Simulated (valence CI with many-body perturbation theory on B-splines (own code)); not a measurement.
## E1 line list for Hg LXXVI

Computed by configuration interaction combined with many-body perturbation theory (CI+MBPT): three valence electrons over a frozen Dirac-Fock core [He], radial functions for each j: 11 s, 11 p, 10 d, 8 f, 5 g, 2 h, with the one-electron correlation potential Σ1 (screened to all orders), the two-electron term Σ2, the three-electron term Σ3, Breit, model QED; selected single and double excitations, second order for the rest, scaled by the run's own slope (own B-spline code, finite nucleus).

The last digits are not significant, and no measured levels were compared; by estimate large intervals hold to a few tenths of a per cent, small ones and those within an open d or f shell to about a per cent.

Lines 51 to 100 of 579 in falling wavelength, among levels below 18979 eV, chosen from the strongest by gf and those to the six lowest levels. Wavelengths and rates use the calculated energies. Electric multipoles are in the length gauge with retardation, E1 and E2 with the static RPA response of the core. Weak lines are less certain than strong ones. Lines between different terms over intervals too small for the method are left out, as are lines whose strength nearly cancels. The highest levels of a list are the least certain.

Levels are named by their leading jj configuration (3d3/2^4 stands for four electrons in 3d with j = 3/2), which in mixed levels can hold well under half, so a name can repeat and another be missing. Letters in brackets count levels of one name in rising energy.

| λ vac (Å) | Upper | Lower | A (s⁻¹) | S (a.u.) |
| --- | --- | --- | --- | --- |
| 43.72 | (2s 2p1/2 4d3/2) J=5/2 | (2s 2p1/2 4p1/2) J=3/2 | 5.40e+11 | 1.34e-01 |
| 43.59 | (2s 2p1/2 4p3/2) J=1/2 | (2s 2p1/2 4s) J=1/2 [b] | 4.26e+11 | 3.48e-02 |
| 42.83 | (2p1/2^2 4p3/2) J=3/2 | (2p1/2^2 4s) J=1/2 | 6.88e+11 | 1.07e-01 |
| 42.80 | (2s 2p1/2 4d3/2) J=3/2 [b] | (2s 2p1/2 4p1/2) J=3/2 | 2.78e+11 | 4.30e-02 |
| 42.63 | (2s 2p1/2 4p3/2) J=3/2 [b] | (2s 2p1/2 4s) J=1/2 [b] | 4.05e+11 | 6.20e-02 |
| 41.72 | (2s 2p1/2 4p3/2) J=3/2 [a] | (2s 2p1/2 4s) J=1/2 [a] | 7.62e+11 | 1.09e-01 |
| 41.51 | (2s^2 4p3/2) J=3/2 | (2s^2 4s) J=1/2 | 7.87e+11 | 1.11e-01 |
| 41.32 | (2s 2p1/2 4p3/2) J=5/2 | (2s 2p1/2 4s) J=3/2 | 7.44e+11 | 1.55e-01 |
| 41.18 | (2s 2p1/2 4p3/2) J=3/2 [b] | (2s 2p1/2 4s) J=3/2 | 3.64e+11 | 5.02e-02 |
| 39.76 | (2s 2p1/2^2) J=1/2 | (2s^2 2p1/2) J=1/2 | 3.17e+10 | 1.97e-03 |
| 38.36 | (2p1/2^2 2p3/2) J=3/2 | (2s 2p1/2 2p3/2) J=1/2 | 1.68e+10 | 1.87e-03 |
| 38.28 | (2p1/2^2 4s) J=1/2 | (2s 2p1/2 4s) J=1/2 [b] | 2.69e+11 | 1.49e-02 |
| 35.91 | (2s 2p1/2 2p3/2) J=1/2 | (2s^2 2p3/2) J=3/2 | 2.28e+10 | 1.04e-03 |
| 35.74 | (2s 2p1/2 2p3/2) J=3/2 [b] | (2s^2 2p3/2) J=3/2 | 1.66e+10 | 1.49e-03 |
| 30.58 | (2p1/2^2 2p3/2) J=3/2 | (2s 2p1/2 2p3/2) J=5/2 | 9.27e+10 | 5.23e-03 |
| 27.69 | (2p1/2^2 2p3/2) J=3/2 | (2s 2p1/2 2p3/2) J=3/2 [a] | 2.40e+10 | 1.01e-03 |
| 19.09 | (2p1/2 2p3/2 3d3/2) J=5/2 [b] | (2p1/2 2p3/2 3p1/2) J=3/2 [b] | 9.57e+11 | 1.97e-02 |
| 18.97 | (2s 2p1/2 3d3/2) J=3/2 [b] | (2s 2p1/2 3p1/2) J=1/2 [b] | 9.24e+11 | 1.25e-02 |
| 18.92 | (2p1/2 2p3/2 3d3/2) J=3/2 [b] | (2p1/2 2p3/2 3p1/2) J=3/2 [b] | 1.06e+12 | 1.41e-02 |
| 18.86 | (2s 2p1/2 3d3/2) J=1/2 | (2s 2p1/2 3p1/2) J=1/2 [b] | 1.38e+12 | 9.14e-03 |
| 18.59 | (2p1/2 2p3/2 3d3/2) J=1/2 [b] | (2p1/2 2p3/2 3p1/2) J=3/2 [b] | 1.33e+12 | 8.45e-03 |
| 18.51 | (2p1/2 2p3/2 3d3/2) J=5/2 [a] | (2p1/2 2p3/2 3p1/2) J=5/2 | 3.33e+11 | 6.25e-03 |
| 18.43 | (2s 2p3/2 3d3/2) J=5/2 [a] | (2s 2p3/2 3p1/2) J=5/2 | 9.44e+11 | 1.75e-02 |
| 18.40 | (2s 2p3/2 3d3/2) J=5/2 [a] | (2s 2p3/2 3p1/2) J=3/2 [a] | 8.22e+11 | 1.52e-02 |
| 18.40 | (2s 2p3/2 3d3/2) J=3/2 [b] | (2s 2p3/2 3p1/2) J=3/2 [b] | 7.03e+11 | 8.65e-03 |
| 18.37 | (2s 2p3/2 3d3/2) J=3/2 [b] | (2s 2p3/2 3p1/2) J=1/2 | 9.19e+11 | 1.12e-02 |
| 18.29 | (2p3/2^2 3d3/2) J=7/2 | (2p3/2^2 3p1/2) J=5/2 | 1.82e+12 | 4.41e-02 |
| 18.28 | (2p3/2^2 3d3/2) J=3/2 [a] | (2p3/2^2 3p1/2) J=3/2 | 1.43e+12 | 1.73e-02 |
| 18.27 | (2p3/2^2 3d3/2) J=5/2 | (2p3/2^2 3p1/2) J=5/2 | 9.66e+11 | 1.74e-02 |
| 18.25 | (2s 2p3/2 3d3/2) J=5/2 [b] | (2s 2p3/2 3p1/2) J=3/2 [b] | 1.82e+12 | 3.27e-02 |
| 18.23 | (2p3/2^2 3d3/2) J=5/2 | (2p3/2^2 3p1/2) J=3/2 | 8.54e+11 | 1.53e-02 |
| 18.22 | (2p3/2^2 3d3/2) J=3/2 [b] | (2p3/2^2 3p1/2) J=1/2 | 1.78e+12 | 2.13e-02 |
| 18.22 | (2s 2p3/2 3d3/2) J=3/2 [a] | (2s 2p3/2 3p1/2) J=3/2 [a] | 1.46e+12 | 1.74e-02 |
| 18.22 | (2p3/2^2 3p3/2) J=5/2 | (2p3/2^2 3s) J=3/2 | 1.28e+12 | 2.29e-02 |
| 18.18 | (2p3/2^2 3p3/2) J=1/2 | (2p3/2^2 3s) J=3/2 | 2.69e+12 | 1.59e-02 |
| 18.18 | (2p1/2 2p3/2 3d3/2) J=3/2 [a] | (2p1/2 2p3/2 3p1/2) J=3/2 [a] | 7.06e+11 | 8.37e-03 |
| 18.17 | (2s 2p3/2 3d3/2) J=7/2 | (2s 2p3/2 3p1/2) J=5/2 | 1.77e+12 | 4.19e-02 |
| 18.17 | (2p1/2 2p3/2 3d3/2) J=5/2 [a] | (2p1/2 2p3/2 3p1/2) J=3/2 [a] | 1.44e+12 | 2.55e-02 |
| 18.17 | (2p1/2 2p3/2 3p3/2) J=3/2 [a] | (2p1/2 2p3/2 3s) J=3/2 [b] | 1.14e+12 | 1.35e-02 |
| 18.16 | (2s^2 3d3/2) J=3/2 | (2s^2 3p1/2) J=1/2 | 1.76e+12 | 2.09e-02 |
| 18.15 | (2p1/2^2 3d3/2) J=3/2 | (2p1/2^2 3p1/2) J=1/2 | 1.80e+12 | 2.12e-02 |
| 18.14 | (2s 2p3/2 3d5/2) J=7/2 [b] | (2p1/2 2p3/2 3s) J=5/2 | 1.22e+12 | 2.87e-02 |
| 18.12 | (2s 2p1/2 3d3/2) J=3/2 [a] | (2s 2p1/2 3p1/2) J=1/2 [a] | 1.74e+12 | 2.04e-02 |
| 18.10 | (2p3/2^2 3d3/2) J=1/2 | (2p3/2^2 3p1/2) J=3/2 | 1.87e+12 | 1.10e-02 |
| 18.07 | (2p1/2 2p3/2 3d3/2) J=7/2 | (2p1/2 2p3/2 3p1/2) J=5/2 | 1.82e+12 | 4.24e-02 |
| 18.05 | (2s 2p3/2 3d3/2) J=1/2 [a] | (2s 2p3/2 3p1/2) J=3/2 [a] | 1.94e+12 | 1.12e-02 |
| 18.04 | (2s 2p1/2 3d3/2) J=5/2 | (2s 2p1/2 3p1/2) J=3/2 | 1.79e+12 | 3.11e-02 |
| 18.02 | (2s 2p3/2 3p3/2) J=3/2 [a] | (2s 2p3/2 3s) J=3/2 [a] | 2.18e+12 | 2.52e-02 |
| 18.02 | (2p1/2 2p3/2 3d3/2) J=3/2 [a] | (2p1/2 2p3/2 3p1/2) J=1/2 | 1.02e+12 | 1.18e-02 |
| 17.93 | (2s 2p3/2 3d3/2) J=1/2 [b] | (2s 2p3/2 3p1/2) J=1/2 | 1.61e+12 | 9.18e-03 |
